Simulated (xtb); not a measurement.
C6H11O, SMILES C1CCC2[OH+]C2C1, charge +1. All values are semi-empirical tight-binding results from xtb (GFN2-xTB unless named), good for trends rather than for accurate numbers. Coordinates come from a GFN2-xTB optimisation. The values are those of a single conformer.

Question: Estimate the properties. (An estimate is asked for; the answer gives what the named calculation found.)

Answer: 
| Item | Value |
|---|---|
| orbital gap | 5.78 eV |
| zero-point energy | 100.1 kcal/mol |
| G − E(el) at 298.15 K (modified RRHO) | 81.6 kcal/mol |
| static polarisability (D4 model) | 67.1 bohr³ |
| solvation energy, GFN2-xTB/ALPB(water) | -57.9 kcal/mol |
| solvation energy, GFN2-xTB/ALPB(ether) | -50.1 kcal/mol |

Question: Give the IR lines (harmonic; lines under 4 % of the strongest left out, lines within 3 cm⁻¹ merged). (An estimate is asked for; the answer gives what the named calculation found.)

Answer: ν (cm⁻¹): 495 (w), 730 (w), 759 (vs), 828 (m), 857 (w), 884 (m), 912 (m), 940 (m), 952 (w), 973 (m), 1023 (m), 1044 (w), 1119 (w), 1161 (m), 1209 (w), 1339 (w), 1403 (m), 1465 (w), 1469 (w), 1477 (w), 3007 (w), 3023 (w), 3046 (w), 3296 (s) (against the strongest line: vs over 80 %, s over 45 %, m over 15 %, w over 4 %, vw less)
